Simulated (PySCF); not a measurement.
Species, as SMILES: N#P (N-P).
Geometry (B3LYP-D3(BJ)/def2-TZVP, fixed):
```
N
P 1 1.4828
```

Basis-set convergence of the mean static polarisability at HF with PySCF. All functions are spherical. Density fitting with generated auxiliary sets. No added dispersion term, no relativity. Reference: the value in aug-cc-pV(5+d)Z, 27.89 bohr³, itself unsure by roughly 0.2 % (its mean distance from aug-pcseg-3, aug-cc-pV(Q+d)Z, aug-pcseg-2). Deviations are taken from unrounded values.

```tsv
basis	functions	mean static polarisability (bohr³)
def2-SVP	32	19.89
def2-SVPD	44	25.76
pcseg-1	32	20.72
aug-pcseg-1	50	27.48
cc-pV(D+d)Z	37	20.01
aug-cc-pV(D+d)Z	55	27.25
6-311G**	44	20.04
6-311+G**	52	23.19
pcseg-2	64	22.43
aug-pcseg-2	96	27.75
def2-TZVP	68	23.82
def2-TZVPD	80	27.55
cc-pV(T+d)Z	69	23.55
aug-cc-pV(T+d)Z	101	27.81
def2-TZVPP	73	23.87
def2-TZVPPD	85	27.55
cc-pV(Q+d)Z	119	25.90
aug-cc-pV(Q+d)Z	169	27.88
pcseg-3	124	25.65
aug-pcseg-3	174	27.89
def2-QZVPP	127	26.33
def2-QZVPPD	139	27.81
cc-pV(5+d)Z	191	26.73
aug-cc-pV(5+d)Z	263	27.89
```

What the diffuse functions change, pair by pair:
- def2-SVP to def2-SVPD: 12 more functions, deviation -28.7 to -7.6 %
- pcseg-1 to aug-pcseg-1: 18 more functions, deviation -25.7 to -1.5 %
- cc-pV(D+d)Z to aug-cc-pV(D+d)Z: 18 more functions, deviation -28.3 to -2.3 %
- 6-311G** to 6-311+G**: 8 more functions, deviation -28.2 to -16.9 %
- pcseg-2 to aug-pcseg-2: 32 more functions, deviation -19.6 to -0.5 %
- def2-TZVP to def2-TZVPD: 12 more functions, deviation -14.6 to -1.2 %
- cc-pV(T+d)Z to aug-cc-pV(T+d)Z: 32 more functions, deviation -15.6 to -0.3 %
- def2-TZVPP to def2-TZVPPD: 12 more functions, deviation -14.4 to -1.2 %
- cc-pV(Q+d)Z to aug-cc-pV(Q+d)Z: 50 more functions, deviation -7.1 to 0.0 %
- pcseg-3 to aug-pcseg-3: 50 more functions, deviation -8.1 to 0.0 %
- def2-QZVPP to def2-QZVPPD: 12 more functions, deviation -5.6 to -0.3 %
- cc-pV(5+d)Z to aug-cc-pV(5+d)Z: 72 more functions, deviation -4.2 to 0.0 %

Leaving out the reference's own pair, they bring the value nearer the reference by more than 0.2 % in 11 of 11 pairs.
